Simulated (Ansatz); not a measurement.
Ansatz (an electronic-structure program) input (B3LYP/def2-TZVPD):

Ansatz 0.2 input:
```yaml
crystal:
  periodic: [false, false, false]
  atoms:
    - {symbol: B, position_ang: [-0.00000000, -0.00000000, -1.95743526]}
    - {symbol: I, position_ang: [0.00000000, 0.00000000, 0.18466370]}
basis:
  gaussian:
    orbitals: def2-TZVPD
hamiltonian:
  xc: {name: B3LYP}
total_charge: 1
magnetization: {spin_polarized: true, initial_magnetization: 1}
```

Output:

```
Functional definition: B3LYP
integrals: 0.02 GiB planned
608 factors; their error is unknown
mean field: 0.30 GiB planned
mean field evaluation 1: about -8766.4661 eV, gradient 1.6e1 eV
mean field evaluation 2: about -8758.8379 eV, gradient 3.9e1 eV
mean field evaluation 4: about -8768.0520 eV, gradient 2.6e0 eV
mean field evaluation 8: about -8768.2857 eV, gradient 3.8e-1 eV
mean field evaluation 16: about -8768.2860 eV, gradient 3.4e-5 eV
mean field -8768.28603591 eV, -322.2285684619 hartree, gradient 3.2e-5 eV, S^2 0.760488; 0 other end points of the search recorded, 0 dependent functions left out
reference -8768.28622167 eV, -322.2285752886 hartree; 15, 14 occupied and 81, 82 virtual orbitals, 608 factors
Total energy: -8768.28622167 eV, -322.2285752886 hartree
```

This state (charge 1, doublet) is run at the relaxed geometry of the species with charge 0 and multiplicity 1.
